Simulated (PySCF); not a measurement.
A structure optimised at B3LYP-D3(BJ)/def2-TZVP, used in a PySCF frequency run:

```
Se
O 1 1.8013
H 2 0.9658 1 108.22
O 1 1.8013 2 101.43 3 -89.29
H 4 0.9658 1 108.22 2 89.29
```
Charge 0, spin multiplicity 1.

Write its SMILES, formula and point group.

O[Se]O, H₂O₂Se, Cs

What are its rotational constants (standard atomic weights)?

15.170, 7.3188, 5.0916 GHz
